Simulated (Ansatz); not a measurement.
Input and output for the cluster Cu5H4.

```yaml
crystal:
  periodic: [false, false, false]
  atoms:
    - {symbol: Cu, position_ang: [1.284104, -0.855421, 0.735832]}
    - {symbol: Cu, position_ang: [1.004340, 0.316690, -1.345234]}
    - {symbol: Cu, position_ang: [-1.345690, 0.570998, -0.890728]}
    - {symbol: Cu, position_ang: [0.308944, 1.473012, 0.788763]}
    - {symbol: Cu, position_ang: [-1.065859, -0.604887, 1.194104]}
    - {symbol: H, position_ang: [-2.307132, 0.017120, 0.318730]}
    - {symbol: H, position_ang: [-0.315138, 0.904416, -2.124749]}
    - {symbol: H, position_ang: [2.214394, -0.467467, -0.560198]}
    - {symbol: H, position_ang: [0.222028, -1.354471, 1.883490]}
basis:
  gaussian: {orbitals: cc-pVDZ}
magnetization: {spin_polarized: false, initial_magnetization: 1}
hamiltonian: {xc: {name: SPW92}, pseudopotentials: {relativity: none}}
scf: {omitted_lower_state_checks: [starts]}
```

```sh
$ ansatz run in.yaml --threads 4 --pin off --events-out ev --progress --plain --max-ram 4787MiB
```

It prints (some lines left out):

```
Functional definition: SPW92
2922 factors; their error is unknown
mean field evaluation 1: about -222895.5074 eV, gradient 7.4e1 eV
mean field evaluation 2: about -222106.1108 eV, gradient 7.6e2 eV
mean field evaluation 4: about -222896.6742 eV, gradient 8.3e1 eV
mean field evaluation 8: about -222903.3982 eV, gradient 1.4e0 eV
mean field evaluation 16: about -222903.3679 eV, gradient 1.0e-1 eV
mean field -222903.36794761 eV, -8191.5476827451 hartree, gradient 7.7e-5 eV, S^2 0.750000; 0 other end points of the search recorded, 0 dependent functions left out
reference -222903.36799998 eV, -8191.5476846698 hartree; 75, 74 occupied and 160, 161 virtual orbitals, 2922 factors
Total energy: -222903.36799998 eV, -8191.5476846698 hartree
Checks for a lower state left out: starts
```

It took 7.5 s on 4 threads of Arm Neoverse V2 on a shared host, peak host memory 0.74 GiB.

With spin_polarized false and unpaired electrons the run is restricted open-shell.
